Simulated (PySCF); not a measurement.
## Electron correlation in S⁺ (sulfur, charge +1)

[Ne] 3s2 3p3, high-spin 4S determinant. Computed with PySCF 2.14 in pcseg-2 (5s4p2d1f, 34 functions), with the non-relativistic Hamiltonian (point nucleus). Frozen: [Ne]; 5 electrons correlated.

MP2 pair energies summed by pair of shells (mhartree):

| pair | energy | share (%) |
| --- | --- | --- |
| 3s-3p | -56.58 | 66.1 |
| 3p-3p | -19.54 | 22.8 |
| 3s-3s | -9.44 | 11.0 |

Total MP2 correlation energy: -85.56 mhartree.

Same-spin part -22.82 and opposite-spin part -62.73 mhartree; SCS-MP2 scales them by 1/3 and 6/5 to -82.89 mhartree.

```tsv
level	correlation energy (mhartree)
CCSD	-104.76
(T)	-3.07
CCSD(T)	-107.83
```

Diagnostics: T1 = 0.0039, D1 = 0.0068, largest double amplitude 0.062.

Is a single reference adequate?

Yes: T1 lies below 0.03 and no double amplitude reaches 0.07.
